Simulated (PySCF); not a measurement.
C₂H₆GaN.
Cartesian coordinates in Å at the PBE0-D3(BJ)/def2-SVP level; atoms count from 1:
```xyz
10
C2H6GaN angstrom
C      2.2233   -0.1429   -0.0647
C      0.7944   -0.0490    0.1446
N     -0.3427    0.0248    0.3114
Ga    -2.4551    0.1575    0.6249
H      2.6545    0.8646   -0.1516
H      2.4286   -0.7033   -0.9880
H      2.6908   -0.6628    0.7837
H     -2.9122   -0.5394   -0.7169
H     -2.5574    1.7307    0.7228
H     -2.5242   -0.6801    1.9625
```

Computed with core-valence-separated Tamm–Dancoff BHandHLYP/aug-pcX-1 (pcseg-1 on H, def2-SVPD on Ga) in PySCF, non-relativistic, gas phase, PBE0-D3(BJ)/def2-SVP geometry. Absolute energies from this functional tend to lie a few eV below measured edges; no shift was applied.

**Question.** Give energies, oscillator strengths and core holes at the N K edge.

**Answer.** 
```csv
E (eV),f,core hole on,main final orbital,polarisation
397.73,0.1189,N3,"LUMO+1/LUMO+2 (2 roots, f summed)",across the triple bond
401.71,0.0006,N3,LUMO (71 %),–
402.96,0.0066,N3,LUMO+6 (40 %),along the triple bond
403.41,0.0034,N3,"LUMO+3/LUMO+4/LUMO+5 (3 roots, f summed)",mixed
```

The first line with a tenth or more of the strongest one's intensity is at 397.73 eV (f = 0.119, sum of 2), with the hole on N3 (nitrogen bonded to C and Ga), polarised across the triple bond: a 1s→π* resonance. It is also the strongest listed.

**Question.** Give energies, oscillator strengths and core holes at the C K edge.

**Answer.** 
```
E (eV)       f  core hole on                      main final orbital            polarisation
284.28  0.1378            C2       LUMO+1/LUMO+2 (2 roots, f summed)  across the triple bond
286.70  0.0202            C1  LUMO/LUMO+1/LUMO+2 (3 roots, f summed)                       –
287.78  0.0008            C2                             LUMO (77 %)                       –
288.09  0.0612            C1       LUMO+4/LUMO+5 (2 roots, f summed)                       –
288.45  0.0477            C1                          LUMO+12 (31 %)                       –
288.67  0.0106            C1                           LUMO+3 (84 %)                       –
289.57  0.0025            C2                           LUMO+3 (82 %)   along the triple bond
```

The first line with a tenth or more of the strongest one's intensity is at 284.28 eV (f = 0.138, sum of 2), with the hole on C2 (triply bonded carbon), polarised across the triple bond: a 1s→π* resonance. It is also the strongest listed.

Roots within 0.03 eV whose holes lie on the same, on equivalent or on shared atoms are summed into one line, and the highest roots are left out, as the search may have cut off their partners. Final orbitals are the ground state's empty Kohn–Sham orbitals. A dash: too weak, shared between unlike atoms, or no plane or axis to refer to.

**Question.** What are the wavelength and the wavenumber of the 397.73 eV line?

**Answer.** λ = 12398.42 eV Å/397.73 eV = 31.173 Å; 3.2079 × 10⁶ cm⁻¹.

The list ends where the root search ended, not at a threshold. Relativistic effects, spin–orbit coupling among them, are left out although an element past zinc is present.
